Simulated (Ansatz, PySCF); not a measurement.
This singlet lies 2.50 eV below the relaxed triplet at the level frozen-core CCSD(T)/cc-pVTZ // PBE0-D3(BJ)/def2-TZVP (Ansatz, an electronic-structure program).

Z-matrix (Å, degrees):
```
Si
N 1 1.7162
H 2 1.0065 1 120.28
H 2 1.0093 3 111.96 1 -179.99
N 1 1.7162 2 100.13 3 -179.99
H 5 1.0065 1 120.28 2 179.99
H 5 1.0093 6 111.96 1 179.99
```
Charge 0, spin multiplicity 1.

Question: Give the HOMO–LUMO gap, LUMO, dipole moment, HOMO and total energy at the level PySCF with PBE0-D3(BJ)/def2-TZVP.

Answer: 
```
Quantity              Value
-------------  ------------
HOMO–LUMO gap       6.08 eV
LUMO               -0.25 eV
dipole moment        2.27 D
HOMO               -6.33 eV
total energy   -401.2479 Ha
```
